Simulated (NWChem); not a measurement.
Molecule: N$_{2}$H$_{4}$Te; SMILES N[Te]N

```xyz
7

Te     0.0000     0.0000     0.3412
N     -1.6430     0.0000    -0.8578
H     -1.7403    -0.8335    -1.4327
H     -1.7403     0.8335    -1.4327
N      1.6430     0.0000    -0.8578
H      1.7403     0.8335    -1.4327
H      1.7403    -0.8335    -1.4327
```
Atoms are numbered in this order, from 1.

Results from NWChem. Structure relaxed at the PBE0/def2-SVP level. No frequency run checked for a minimum. def2 effective core potentials on Te; no spin-orbit coupling. Ions are spin-unrestricted doublets at the neutral geometry; other ion states weren't tried.

For level PBE/def2-SVP:

* **vertical ionisation energy, ΔSCF (eV)**: 8.09
* **−ε(HOMO) (eV)**: 4.74

Q: How do the values read with level B3LYP/def2-SVP instead?

A: The vertical ionisation energy, ΔSCF (eV) is 8.26 and the −ε(HOMO) (eV) comes out as 5.64.
